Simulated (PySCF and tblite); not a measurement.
The numbers below are computed, except where a source is named.
**Pyramidal inversion: stationary points, barriers and rates**

System: C₃H₁₀OSSi, numbered as in [CH3:1][CH:2]([CH3:3])[S@@:4](=[O:5])[SiH3:6].

Motion: pyramidal inversion at S4. Geometries: GFN2-xTB; energies: PBE/pcSseg-1 + D3(BJ), IEF-PCM chloroform; zero-point and thermal terms from GFN2-xTB harmonic modes (soft modes blended into free rotors). Rate constants are transition-state-theory values, counting equivalent paths, without tunnelling. Run with tblite and PySCF.

```tsv
point	symmetry	E(GFN2) kcal/mol	E(DFT) kcal/mol	ZPE change kcal/mol	lowest mode cm⁻¹	dipole D
start	C1	0.0	0.0	0.00	64	4.53
saddle	C1	30.4	27.0	-1.03	478i	5.42
end	C1	0.4	0.3	-0.15	60	4.57
```

```
Electronic barrier                                      : 27.0 kcal/mol
Barrier with zero-point energy                          : 25.9 kcal/mol
ΔH‡ (298 K)                                             : 25.9 kcal/mol
ΔS‡ (298 K, symmetry apart)                             : 0.3 cal/(mol K)
Paths                                                   : 1 equivalent path
End point                                               : a different minimum
Mean lifetime of the start against this motion at 298 K : 15 days
Cost                                                    : 89 s on 1 thread of Arm Neoverse V2, on a host shared with other jobs (rough), peak memory 0.73 GiB, launched as `OMP_NUM_THREADS=1 python ens_run.py task.json out`
```

```
T/K  ΔG‡ kcal/mol      k s⁻¹  ΔG kcal/mol  k back s⁻¹
200          25.8  2.7×10⁻¹⁶          0.1   3.2×10⁻¹⁶
250          25.8  1.5×10⁻¹⁰          0.0   1.6×10⁻¹⁰
298          25.8   7.9×10⁻⁷          0.0    7.9×10⁻⁷
350          25.8    0.00057          0.0     0.00055
400          25.8      0.065         -0.1        0.06
```

ΔG and ΔG‡ leave out symmetry numbers and mirror images; rates count paths: 1 out, 1 back.
